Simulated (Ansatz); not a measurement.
Coupled-cluster diagnostics for InMe2H (C₂H₇In), Ansatz.

Geometry of the singlet (r2SCAN-D4/def2-SVP):

```xyz
10

C    -0.650    1.203    1.306
C     0.943   -1.375   -0.891
In   -0.458    0.272   -0.651
H     0.307    1.673    1.588
H    -0.875    0.439    2.068
H    -1.438    1.970    1.327
H     0.602   -2.239   -0.297
H     1.937   -1.089   -0.510
H     1.040   -1.688   -1.941
H    -1.409    0.833   -1.999
```

In the def2 sets In takes a core potential; there is no spin–orbit coupling. Correlated methods freeze 6 core orbitals; core or outer-core shells of In are correlated, in sets that lack core-valence functions.

Task: Estimate the CCSD(T) correlation energy, the shares of MP2 and (T), T1 and the reference's ⟨S²⟩ for: charge 0, singlet, own geometry in def2-TZVP; and the rough time on 2 threads of Arm Neoverse V1 on a shared host.

Result: 
| state | basis | correlation (eV) | MP2 share (%) | (T) share (%) | T1 | ⟨S²⟩ (pure) | wall time |
| --- | --- | --- | --- | --- | --- | --- | --- |
| charge 0, singlet, own geometry | def2-TZVP | -18.953 | 92.2 | 3.2 | 0.012 | 0.00 (0.00) | 38 s |
Customary marks for T1 are 0.02 (closed shells), 0.045 (open shells) and about 0.05 (3d metals). T1 stays under 0.02 throughout.
